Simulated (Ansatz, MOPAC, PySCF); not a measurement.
Complex: HF (SMILES F) (first 2 atoms) with CH4O (SMILES CO); geometry from B3LYP-D3(BJ)/def2-TZVP, rigid monomers moved along the line of their centres of mass till H2···O4 is 2.29 Å.
(charge 0, multiplicity 1):
```xyz
8

F      0.085     0.013     0.236
H     -0.216    -0.060     1.134
C      0.493     0.413     4.170
O     -0.576    -0.146     3.397
H      0.221     0.466     5.226
H      0.652     1.421     3.793
H      1.415    -0.160     4.051
H     -0.751    -1.046     3.692
```

Monomers are frozen at their geometry in the pair; levels with a basis set take the counterpoise correction. Rows marked so take none.

Cores are frozen in the correlated methods. CBS(a, b) extrapolates the correlation energy as X⁻³ and adds the Hartree–Fock energy of set b. Rows in 6-31G* carry no dispersion term and start afresh at each structure (6-31G* with six Cartesian d functions). The state that PM3, PM7 reach isn't checked; PM7 holds dispersion and hydrogen-bond terms.

Codes used: Ansatz (Gaussian basis) for Hartree–Fock, density functionals and correlated methods; MOPAC for PM3, PM7 (differences of heats of formation); PySCF for 6-31G* rows, the dispersion terms. Values without a source in brackets are computed.

```
level                              interaction energy (kcal/mol)
---------------------------------  -----------------------------
PM3                                                        -1.88
PM7                                                        -3.44
HF/6-31G* (no counterpoise)                                -7.19
HF/aug-cc-pVDZ                                             -6.00
PBE-D4/def2-TZVPPD                                         -6.61
r2SCAN-D4/def2-TZVPPD                                      -6.51
MP2/CBS(aug-cc-pVDZ, aug-cc-pVTZ)                          -6.37
SCS-MP2/aug-cc-pVDZ                                        -6.00
CCSD(T)/aug-cc-pVDZ                                   (withheld)
```

**Question.** What belongs in the gaps?

**Answer.** 
- CCSD(T)/aug-cc-pVDZ, interaction energy (kcal/mol): -6.17

Ansatz is an electronic-structure program.
